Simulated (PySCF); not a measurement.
C4H7Cl, SMILES CC(C)=CCl. Geometry: PBE0-D3(BJ)/def2-SVP.

Level of theory: PBE0-D3(BJ)/def2-SVP (PySCF 2.14.0).

Harmonic wavenumbers (cm⁻¹): 126, 180, 239, 261, 357, 453, 483, 805, 813, 897, 962, 987, 1078, 1087, 1216, 1320, 1394, 1404, 1441, 1445, 1457, 1462, 1741, 3042, 3048, 3119, 3122, 3163, 3186, 3230. Rotational constants (GHz): 8.434, 2.240, 1.810; symmetry number 1.

Work out the zero-point energy and the ideal-gas rigid-rotor harmonic-oscillator thermochemistry at 298.15 K and 1 atm.

ZPE = ½ Σ hcν = ½ × 43518 cm⁻¹ = 62.21 kcal/mol. H − E(el) = 66.79 kcal/mol. Entropy in cal/(mol K): translation 39.42, rotation 26.64, vibration 12.47, total 78.54. G − E(el) = 43.37 kcal/mol. Cp = 23.58 cal/(mol K). Modes under 150 cm⁻¹ make the vibrational entropy uncertain.
